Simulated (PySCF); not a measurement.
An unknown shows these calculated signals:

$^{1}$H NMR (400 MHz, computed): δ 5.20 (q, 2H), 4.91 (s, 2H), 3.87 (s, 3H), 0.32 (t, 3H).

$^{13}$C{$^{1}$H} NMR (computed): δ 50.4 (CH3), 0.3 (CH3).

Calculated, not measured (PySCF 2.14.0 with density-fitted response routines): NMR shieldings at PBE0/pcSseg-1/GIAO, coordinates at the GFN2-xTB level. Single conformer, equivalent nuclei averaged, isolated molecule, non-relativistic Hamiltonian.

Scale: TMS for $^{1}$H and $^{13}$C (reference shieldings calculated alike).

**Question.** Which of these does the molecule contain: a Si–CH3 group, a non-aromatic C=C double bond, a Si–H bond, a tert-butyl group, a CH3CH2 unit?

**Answer.** 
- A Si–CH3 group: yes (δC 0.3; δH 0.32 (t)).
- A non-aromatic C=C double bond: no.
- A Si–H bond: yes (δH 4.91 (s)).
- A tert-butyl group: no.
- A CH3CH2 unit: no.

The data belong to `CO[SiH2]O[SiH2]C`, C₂H₁₀O₂Si₂; they needn't prove each group on their own.

Carbon signals by region: 1 at 50–100 ppm, 1 below 50 ppm.

Shifts are as computed. Against solution values, carbons near 30 ppm lie about +3 ppm off and those near 130 ppm about +5 ppm. Of 1211 compounds with measured shifts, 218 miss one by over three times the rms of a fit or turn the order of signals round; such compounds aren't used in these exercises. Multiplicities follow the n + 1 count of equivalent neighbours, as no J values were calculated; m marks all less simple cases, F and P coupling included.
